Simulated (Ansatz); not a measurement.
Program: Ansatz. Geometries: PBE0-D4/def2-TZVP. ΔE: electronic, gas phase. CBS: MP2 limit from def2 TZ/QZ plus the TZ coupled-cluster correction, frozen cores. DFT in def2-TZVPP. B3LYP here is the variant with VWN-RPA as its local correlation; programs differ in this. HSE06 is defined as in plane-wave codes. def2 core potentials past Kr. For Sn outer-core shells are correlated without core-valence functions, which leaves a few kJ/mol of doubt a bond. One conformer a species, not always the lowest.

Reaction (substitution at a C–Si bond): `C[SiH2][SiH](O)Cl` + `[OH][Sn][Cl]` → `C[O][Sn][Cl]` + `O[SiH]([SiH3])Cl`

```csv
level,ΔE (kJ/mol),difference from CCSD(T)/CBS
LDA (SPW92),80.7,-6.7
PBE-D4,83.2,-4.2
revPBE-D4,82.6,-4.8
BLYP-D4,75.7,-11.7
B97M-V,84.3,-3.1
PBE0-D4,86.1,-1.3
B3LYP-D4,78.6,-8.8
r2SCANh-D4,87.6,0.2
r2SCAN0-D4,88.5,1.1
HSE06-D4,86.0,-1.4
BHLYP-D4,79.4,-8.0
CAM-B3LYP-D4,79.0,-8.4
ωB97X-V,81.7,-5.7
ωB97M-V,87.0,-0.4
B2PLYP,81.7,-5.7
PBE-QIDH,88.3,0.9
PBE,82.6,-4.8
revPBE,83.0,-4.4
r2SCAN,86.4,-1.0
PBE0,85.4,-2.0
B3LYP,77.9,-9.5
r2SCANh,87.2,-0.2
r2SCAN0,88.1,0.7
HSE06,85.4,-2.0
BHLYP,78.8,-8.6
CAM-B3LYP,78.3,-9.1
RPA@PBE/def2-TZVPP,76.7,-10.7
HF/def2-SVP,55.6,-31.8
MP2/def2-SVP,69.0,-18.4
CCSD/def2-SVP,61.0,-26.4
CCSD(T)/def2-SVP,60.5,-26.9
HF/def2-TZVPP,73.9,-13.5
MP2/def2-TZVPP,90.5,3.1
SCS-MP2/def2-TZVPP,83.8,-3.6
CCSD/def2-TZVPP,83.8,-3.6
HF/def2-QZVPP,74.4,-13.0
MP2/def2-QZVPP,92.6,5.2
HF/CBS(def2),74.4,-13.0
MP2/CBS(def2),93.9,6.5
CCSD/CBS(def2),87.1,-0.3
CCSD(T)/CBS,87.4,0
```

(1) What do rigid-rotor, harmonic-oscillator terms from PBE0-D4/def2-TZVP frequencies (298.15 K, 1 bar) make of the CCSD(T)/CBS value? (Best estimate.)

Largest T1 diagnostic among the species: 0.017.

Results:

(1) Ansatz gave: ΔZPE = -2.6 kJ/mol, ΔH = +85.0 kJ/mol, ΔS = 2 J/(mol·K), ΔG = +84.3 kJ/mol. Modes under 50 cm⁻¹ make the entropy rough.

In def2-TZVPP, CCSD(T) changes the Hartree–Fock value by +10.1 kJ/mol (the triples alone add +0.3 kJ/mol) and MP2 by +16.6 kJ/mol. From BLYP to BHLYP (50 % exact exchange), in def2-TZVPP and without D4, ΔE moves by +3.8 kJ/mol. Leaving LDA and LC-ωPBE aside and taking each functional with its dispersion term where it has one, the values spread over 12.8 kJ/mol, from BLYP-D4 to r2SCAN0-D4.
